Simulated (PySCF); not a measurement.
Problem. Write Cartesian coordinates for `O=C/C=C\Br` as optimised with PBE0-D3(BJ)/def2-SVP.

Solution. 
```
atom  x, y, z in Å
O1    -2.2468   -0.5008   -0.4429
C2    -1.2450    0.0841   -0.1122
C3     0.0864   -0.5446   -0.1238
C4     1.2384    0.0361    0.2344
Br5    1.4293    1.7982    0.8395
H6    -1.2729    1.1482    0.2255
H7     0.1163   -1.5864   -0.4592
H8     2.1915   -0.4964    0.2006
```

Orientation and origin are arbitrary. Atoms count from 1 in this order. Of the pairs four or more bonds apart, Br5···H6 is among the closest relative to their van der Waals radii: 2.85 Å, 93 % of the sum of Bondi's values. The 2 C–C bonds span 1.339 Å (C3=C4, drawn double) to 1.472 Å (C2–C3, drawn single), a spread of 0.133 Å. The 5 heavy atoms lie in one plane (0.002 Å rms).

Bonds between heavy atoms (Å): O1=C2 1.206, C2–C3 1.472, C3=C4 1.339, C4–Br5 1.873.

Method used: PySCF 2.14.0, PBE0-D3(BJ)/def2-SVP geometry optimisation, gas phase.

Point group: Cs (tolerance 0.08 Å). PBE0-D3(BJ)/def2-SVP frequencies: not computed here. One conformer, not necessarily the lowest (O1–C2–C3–C4 180°).
